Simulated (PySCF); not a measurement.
H3Si2, SMILES [Si][SiH3] (connectivity only; charge and spin as stated), neutral, multiplicity 2.

Geometry: B3LYP-D3(BJ)/def2-TZVP. The isomer is the one that the SMILES or the coordinates give; other isomers of the formula were not compared.

Computed with TDA-CAM-B3LYP/def2-TZVPD (PySCF).

Vertical excitations. The molecule is in vacuum.

Computed UV-visible absorptions:
| state | energy (eV) | λ (nm) | f | main pairs |
|---|---|---|---|---|
| root 1 | 0.17 | 7259 | 0.000 | α HOMO→LUMO 99 % |
| root 2 | 1.26 | 988 | 0.000 | α HOMO−1→LUMO 48 %, β HOMO→LUMO 50 % |
| root 3 | 2.22 | 558 | 0.004 | α HOMO−1→LUMO 50 %, β HOMO→LUMO 48 % |
| root 4 | 2.45 | 506 | 0.003 | β HOMO→LUMO+1 98 % |
| root 5 | 4.47 | 277 | 0.005 | α HOMO→LUMO+1 81 % |
| root 6 | 4.84 | 256 | 0.051 | α HOMO→LUMO+2 95 % |
| root 7 | 5.29 | 234 | 0.001 | α HOMO−1→LUMO+1 29 %, β HOMO→LUMO+2 32 %, β HOMO→LUMO+7 6 % |
| root 8 | 5.34 | 232 | 0.015 | α HOMO→LUMO+4 66 %, β HOMO→LUMO+2 8 %, β HOMO−3→LUMO 6 % |
| root 9 | 5.40 | 230 | 0.033 | α HOMO→LUMO+3 90 % |
| root 10 | 5.54 | 224 | 0.003 | α HOMO−2→LUMO 38 %, α HOMO→LUMO+4 16 %, α HOMO−1→LUMO+1 7 %, β HOMO−2→LUMO 22 % |
Unrestricted roots are not spin-pure.
